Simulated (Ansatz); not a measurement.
`[CH3][Al]([F])[S][SiH3]` and `[CH3][Al]([OH])[F]` differ in one atom or group.

Ansatz, PBE0-D4/def2-TZVP geometries, multiplicity 1. Each molecule was computed in one conformer, which needn't be the lowest.

```json
{"property": "LUMO energy (ωB97M-V/def2-TZVPP) / eV", "`[CH3][Al]([F])[S][SiH3]`": "0.97"}
{"property": "size of the dipole moment (B3LYP/def2-TZVPP) / D", "`[CH3][Al]([F])[S][SiH3]`": "2.36"}
{"property": "HOMO–LUMO gap (B3LYP/def2-TZVPP) / eV", "`[CH3][Al]([F])[S][SiH3]`": "6.71"}
{"property": "LUMO energy (B3LYP/def2-TZVPP) / eV", "`[CH3][Al]([F])[S][SiH3]`": "-0.85"}
{"property": "size of the dipole moment (ωB97M-V/def2-TZVPP) / D", "`[CH3][Al]([F])[S][SiH3]`": "2.33"}
{"property": "HOMO–LUMO gap (PBE0/def2-TZVPP) / eV", "`[CH3][Al]([F])[S][SiH3]`": "7.17"}
```

Q: What does the change do to each property? (Best estimate.)

A: The calculation gave: 
```
                                          property  `[CH3][Al]([OH])[F]`  shift
             LUMO energy (ωB97M-V/def2-TZVPP) / eV                  1.25   0.28
  size of the dipole moment (B3LYP/def2-TZVPP) / D                  0.65  -1.71
             HOMO–LUMO gap (B3LYP/def2-TZVPP) / eV                  8.10   1.39
               LUMO energy (B3LYP/def2-TZVPP) / eV                 -0.59   0.26
size of the dipole moment (ωB97M-V/def2-TZVPP) / D                  0.62  -1.71
              HOMO–LUMO gap (PBE0/def2-TZVPP) / eV                  8.68   1.51
```

With PBE0 the HOMO falls by 1.11 eV and the LUMO rises by 0.39 eV, so the gap widens by about 1.50 eV. PBE moves the HOMO by -0.91 eV and ωB97M-V by -1.27 eV. Dipoles are sizes alone; their direction can turn.

B3LYP here is the variant with VWN-RPA as its local correlation; programs differ in this.
